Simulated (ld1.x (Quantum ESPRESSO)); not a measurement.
**u(r) = r·R(r): atom against pseudo-atom (O)**

Columns: radius, all-electron u(r) and pseudo u(r) of the 2s shell (level -23.83 eV) of oxygen in the configuration [He] 2s2 2p4; BLYP, scalar-relativistic, PAW scheme, ld1.x (Quantum ESPRESSO) 7.5.

```csv
r (bohr),all-electron,pseudo
0.103,0.4230,-0.1739
0.205,0.2309,-0.3410
0.308,-0.1080,-0.4995
0.410,-0.4210,-0.6410
0.513,-0.6636,-0.7631
0.615,-0.8252,-0.8586
0.718,-0.9191,-0.9251
0.820,-0.9581,-0.9582
0.923,-0.9578,-0.9578
1.025,-0.9302,-0.9302
1.128,-0.8846,-0.8846
1.230,-0.8289,-0.8289
1.332,-0.7680,-0.7680
1.435,-0.7046,-0.7046
1.538,-0.6418,-0.6418
1.640,-0.5819,-0.5819
1.743,-0.5248,-0.5248
1.845,-0.4719,-0.4719
1.948,-0.4226,-0.4226
2.050,-0.3779,-0.3779
2.153,-0.3368,-0.3368
2.255,-0.3000,-0.3000
2.358,-0.2664,-0.2664
2.460,-0.2366,-0.2366
2.562,-0.2099,-0.2099
2.665,-0.1858,-0.1858
```

(1) How many radial nodes do the two functions have?

(2) At about which radius was the pseudo-wave matched?

(3) Where does each function peak?

(4) Is the pseudo-wave norm-conserving?

## Answers

(1) The all-electron 2s function has n − l − 1 = 1; the pseudo-wave has 0, since the states of the same l below it are removed with the core.

(2) 0.85 bohr, where the columns begin to agree (steps of 0.10 bohr).

(3) Outermost all-electron maximum near 0.82 bohr, pseudo maximum near 0.82 bohr (to the table’s step).

(4) No, it belongs to a PAW set: the norm inside the radius is not constrained, and the difference is carried by the augmentation charge.
